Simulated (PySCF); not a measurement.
## C₆ coefficients of unlike pairs at PBE

Calculated with PySCF 2.14 from the dipole response of each species, C₆(A,B) = (3/π) ∫ α_A(iu) α_B(iu) du, in atomic units, from isotropic polarisabilities. For ions this is the dispersion term alone; charge-induced terms of lower order in 1/R come first.

```
species           configuration                                        basis      relativity  α (bohr³)  C₆ (like pair)
   Mg²⁺               [Ne] (1S)                      dyall-av3z (20s13p6d4f)   spin-free X2C     0.5131          0.6218
     O⁺       [He] 2s2 2p3 (4S)                   aug-cc-pCVTZ-DK (7s6p4d2f)   spin-free X2C      2.687           5.327
   Cd²⁺          [Kr] 4d10 (1S)  aug-cc-pwCVTZ-PP with ECP28MDF (8s8p7d4f3g)  core potential      5.544           28.08
    Os⁺  [Xe] 4f14 5d6 6s1 (6D)  aug-cc-pwCVTZ-PP with ECP60MDF (8s8p7d4f3g)  core potential      27.23           226.7
```

Question: Estimate C₆ for O⁺ with Mg²⁺.

Answer: The integral gives 1.610. The combination rule 2 C_A C_B / (C_A α_B/α_A + C_B α_A/α_B) gives 1.550 and the geometric mean 1.820.

No spin-orbit coupling is included.

The other pairs:

```json
{"pair": "Cd²⁺, O⁺", "C₆": "12.16"}
{"pair": "Cd²⁺, Mg²⁺", "C₆": "3.875"}
{"pair": "Os⁺, Mg²⁺", "C₆": "8.703"}
{"pair": "Os⁺, Cd²⁺", "C₆": "72.70"}
{"pair": "Os⁺, O⁺", "C₆": "32.83"}
```
